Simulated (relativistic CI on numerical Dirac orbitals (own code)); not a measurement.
Sensitivity of the levels of Ag¹⁷⁺ to α and to the nuclear radius

Calculated at this level of theory: Dirac-Coulomb-Breit CI, orbitals from a KLI potential per configuration, derivatives by finite differences, unscaled Slater integrals, QED left out (own radial code, finite nucleus).

Configurations in the expansion (outside the closed core [Ar] 3d10): 4s2, 4s 4p, 4p2, 4s 4d, 4d2, 4s 4f, 4p 4d, 4f2. Levels of other configurations are missing.

With x = (α/α₀)² − 1 an excitation energy changes as ω = ω₀ + qx; K = 2q/ω₀ is the relative enhancement. Terms are leading LS components, so labels can repeat. The field-shift factor is F = δν/δ⟨r²⟩ for the transition from the lowest level.

Lowest level 4s2 1S_0.

```csv
Level,ω₀ (cm⁻¹),q (cm⁻¹),F (GHz/fm²)
4s 4p 3P°_0,268312,15210,-76.2
4s 4p 3P°_1,282437,25160,-76.6
4s 4p 3P°_2,330949,82460,-77.7
4s 4p 1P°_1,415800,74920,-78.9
4p2 3P_0,628509,41130,-155
4p2 3P_1,672983,100500,-157
4p2 1D_2,675742,100000,-152
4p2 3P_2,734304,163600,-154
4p2 1S_0,793205,159900,-156
4s 4d 3D_1,871509,88430,-76.5
4s 4d 3D_2,875650,92320,-76.5
4s 4d 3D_3,882702,99690,-76.4
4s 4d 1D_2,951767,100600,-85.7
```

At this charge energies of transitions that change n are usually good to better than 1 %, and those within a shell (Δn = 0) to a few per cent.

(1) Which transition from the lowest level has the largest |K|?

## Answers

(1) 4s 4p 3P°_2 at 330949 cm⁻¹, K = 0.498.
